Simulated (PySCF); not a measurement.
Computed shifts of a molecule C2H7FOSi, PBE0/pcSseg-1 (PySCF), GIAO, gas phase, atoms alike by connectivity averaged where their shifts nearly agree, in ppm (number of nuclei): ²⁹Si: -0.6 (1). ¹⁹F: -156.4 (1). ¹³C: 12.0 (1), 8.6 (1). ¹H: 4.97 (1), 1.90 (1), 1.26 (3), 0.88 (1), 0.76 (1). References: ²⁹Si against TMS (σ = 352.7 ppm); ¹⁷O against H2O (σ = 334.2 ppm); ¹⁹F against CFCl3 (σ = 167.2 ppm); ¹³C against TMS (σ = 186.3 ppm); ¹H against TMS (σ = 31.56 ppm), references at their B3LYP-D3(BJ)/def2-TZVP geometries, non-relativistic. Geometry: PBE0-D3(BJ)/def2-SVP. The values are those of a single conformer.

Q: Which structure fits?
A) C[C@@H](O)[SiH2]F
B) C[Si@H](F)CO
C) CC[SiH](O)F
D) CCO[SiH2]F

A: C, CC[SiH](O)F
